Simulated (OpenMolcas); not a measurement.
# A ladder of methods for CH4ClGe (SMILES [CH3][GeH][Cl])

CH4ClGe has 7 atoms, charge 0, and is taken as a doublet. As SMILES, `[CH3][GeH][Cl]`. Geometry: relaxed at PBE0-D4/def2-TZVP.

```xyz
7

C    -0.7331    0.4384   -0.2619
Ge    0.7054   -0.8855   -0.1831
Cl    1.0170   -1.3617    1.9095
H    -0.4334    1.3145    0.3173
H    -1.6462    0.0214    0.1608
H    -0.9099    0.7294   -1.2982
H     2.0614   -0.3245   -0.6901
```

Quantity: the vertical ionisation energy (to the singlet cation), in eV. The values are calculated.

```
            level             kind     program  value (eV)  CPU time (all runs)
     UHF/def2-SVP     Hartree–Fock  OpenMolcas        8.23                 19 s
U-revPBE/def2-SVP              GGA  OpenMolcas        8.13                 74 s
   UBLYP/def2-SVP              GGA  OpenMolcas        7.97                 74 s
    UPBE/def2-SVP              GGA  OpenMolcas        8.15                 73 s
U-r2SCAN/def2-SVP         meta-GGA  OpenMolcas        8.46              1.7 min
  UM06-L/def2-SVP         meta-GGA  OpenMolcas        8.16                 95 s
  UB3LYP/def2-SVP    global hybrid  OpenMolcas        8.33                 76 s
 UM06-2X/def2-SVP  hybrid meta-GGA  OpenMolcas        8.47                 91 s
```

All-electron rows without a relativistic Hamiltonian named are non-relativistic. The values span 7.97 to 8.47 eV. Times are those of the runs behind each value, whatever else they computed, on shared processors of several kinds: orders of magnitude only.
